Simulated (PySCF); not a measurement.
# GeO: a base run and its variants

Base input, run as `OMP_NUM_THREADS=1 python input.py` with PySCF 2.14:

```python
from pyscf import gto, scf

mol = gto.M(
    atom='Ge 0 0 0; O 0 0 1.672',
    basis='jorge-dzp',
    charge=0,
    spin=0,
    symmetry=True,
    verbose=4,
)
mf = scf.UHF(mol)
mf.kernel()
mf.dip_moment()
print('orbital energies (hartree):', [e[max(0, n-3):n+3].round(4) for e, n in zip(mf.mo_energy, mol.nelec)])
```

Base result: E(SCF) = -2150.148708 Eh, 11 cycles, μz(SCF) = -4.56 D. The bond length is a typed value, not an optimised one. No search for the lowest solution was made.

It ran on AMD EPYC 7R43 64-Core (1 thread, shared host) in 2.6 s, peak memory 0.12 GiB.

Each row names what differs from the base; energies in brackets are changes from the base.

| change | result | wall time (s) |
| --- | --- | --- |
| charge: 0 → 1; spin (2S): 0 → 1 [another spin of the ion may lie lower] | E(SCF) = -2149.800735 Eh (+9.4688 eV), 15 cycles, ⟨S²⟩ = 0.788 | 3.2 |
| spin-free X2C: off → on [basis contracted without relativity] | E(SCF) = -2170.063808 Eh, 11 cycles, μz(SCF) = -4.62 D | 3.1 |
| charge: 0 → 2 [another spin of the ion may lie lower] | E(SCF) = -2149.041830 Eh (+30.1197 eV), 13 cycles | 2.7 |
| functional: none (Hartree–Fock) → lda,vwn; SCF type: UHF → UKS; step after the SCF: none → analyze | E(SCF) = -2148.506633 Eh, 13 cycles, μz(SCF) = -3.08 D | 5.2 |
| electric field along z (a.u.): none → 0.01; point-group symmetry: on → off | E(SCF) = -2150.132375 Eh (+0.4445 eV), 15 cycles, μz(SCF) = -3.74 D | 3 |
| step after the SCF: none → tdhf; number of roots: default → 4 | E(SCF) = -2150.148708 Eh (+0.0000 eV), 11 cycles, μz(SCF) = -4.56 D, first excitations without spin–orbit coupling 3.17, 3.17, 4.82, 4.82 eV | 21 |
| length unit: angstrom → bohr [unsound on purpose] | E(SCF) = -2147.419980 Eh (+74.2525 eV), 10 cycles, μz(SCF) = 0.58 D | 2.6 |
| basis set: jorge-dzp → 6-31g | E(SCF) = -2149.843243 Eh (+8.3121 eV), 12 cycles, μz(SCF) = -4.45 D | 2.7 |
| spin (2S): 0 → 1 [unsound on purpose] | stops with RuntimeError (Electron number 40 and spin 1 are not consistent) | 1.9 |
| geometry: bond 1.672 → bond 1.873 | E(SCF) = -2150.097900 Eh (+1.3826 eV), μz(SCF) = -5.59 D | 3.2 |
| convergence threshold: default → 1e-16 | E(SCF) = -2150.148708 Eh (+0.0000 eV), 43 cycles, μz(SCF) = -4.56 D | 3.9 |
| functional: none (Hartree–Fock) → m06; SCF type: UHF → UKS; step after the SCF: none → analyze | E(SCF) = -2152.078283 Eh, 11 cycles, μz(SCF) = -3.62 D | 9.4 |
| geometry: bond 1.672 → bond 1.622 | E(SCF) = -2150.154458 Eh (-0.1565 eV), μz(SCF) = -4.28 D | 3.3 |
| cycle limit: 50 → 3 [unsound on purpose] | not converged: SCF after 3 cycles | 2.3 |
| functional: none (Hartree–Fock) → bp86; SCF type: UHF → UKS; step after the SCF: none → analyze | E(SCF) = -2152.444231 Eh, 13 cycles, μz(SCF) = -3.06 D | 6.7 |
| density fitting: none → def2-universal-jkfit | E(SCF) = -2150.148622 Eh (+0.0024 eV), 11 cycles, μz(SCF) = -4.56 D | 2.6 |
| geometry: bond 1.672 → bond 1.338 | E(SCF) = -2150.036795 Eh (+3.0453 eV), 12 cycles, μz(SCF) = -2.62 D | 2.7 |

**Question.** Order these changes by how far they move the SCF energy from the base, largest first: (1) electric field along z (a.u.): none → 0.01; point-group symmetry: on → off; (2) geometry: bond 1.672 → bond 1.338; (3) geometry: bond 1.672 → bond 1.622; (4) geometry: bond 1.672 → bond 1.873.

**Answer.** (2) +3.0453 eV, (4) +1.3826 eV, (1) +0.4445 eV, (3) -0.1565 eV.
